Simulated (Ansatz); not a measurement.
Abridged output of a molecular run in Ansatz:

```
Functional definition: HF
885 factors; integrals over basis functions are off by at most 1.1e-3 eV
mean field evaluation 1: about -61867.4971 eV, gradient 4.1e1 eV
mean field evaluation 2: about -61867.5689 eV, gradient 4.1e1 eV
mean field evaluation 4: about -61871.2299 eV, gradient 3.0e0 eV
mean field evaluation 8: about -61871.2853 eV, gradient 4.3e-1 eV
mean field -61871.28634089 eV, -2273.7278351637 hartree, gradient 3.9e-6 eV, S^2 0.000000; 0 other end points of the search recorded, 0 dependent functions left out
16 core orbitals not correlated: weight in the atoms' cores, before any rotation towards them, 1.000 or more for the frozen orbitals, at most 0.000 for the correlated occupied ones
reference -61871.28634089 eV, -2273.7278351637 hartree; 16, 16 occupied and 60, 60 virtual orbitals, 885 factors
second order -21.06962095 eV of doubles, -0.00000000 eV of singles
cycle   1  -20.60838578 eV  change    4.6e-1 eV  update   1.2e-1
cycle   2  -21.15558793 eV  change   -5.5e-1 eV  update   4.0e-2
cycle   3  -21.28844553 eV  change   -1.3e-1 eV  update   2.1e-2
cycle   4  -21.27767108 eV  change    1.1e-2 eV  update   5.9e-3
cycle   5  -21.27251615 eV  change    5.2e-3 eV  update   2.9e-3
cycle   6  -21.27234258 eV  change    1.7e-4 eV  update   8.4e-4
cycle   7  -21.27216144 eV  change    1.8e-4 eV  update   3.2e-4
cycle   8  -21.27204343 eV  change    1.2e-4 eV  update   1.2e-4
cycle   9  -21.27205009 eV  change   -6.7e-6 eV  update   5.3e-5
cycle  10  -21.27208877 eV  change   -3.9e-5 eV  update   2.2e-5
perturbative correction -0.52091930 eV, -0.0191434313 hartree
Total energy: -61893.07934896 eV, -2274.5287134385 hartree
```

Its atoms:

Cartesian coordinates in Å:
```
N -0.6900 -1.1987 0.4688
P 0.6771 -0.7170 -0.4451
Zn 0.5260 1.5428 -0.7077
F 0.3481 3.2757 -0.9827
H -1.3859 -1.6841 -0.0743
H -1.1133 -0.5816 1.1421
H 1.6380 -0.6371 0.5989
```

Question: Which basis set was used?
A. def2-TZVPP
B. def2-SVPD
C. def2-TZVPPD
D. def2-SVP

Answer: D. It gives 92 functions.

Question: Write the keys of the input that set method, charge and spin (a neutral closed shell needs none for the last two).

Answer: 
```yaml
correlation: {method: ccsd_t, frozen_orbitals: {F: 1, H: 0, "N": 1, P: 5, Zn: 9}}
```
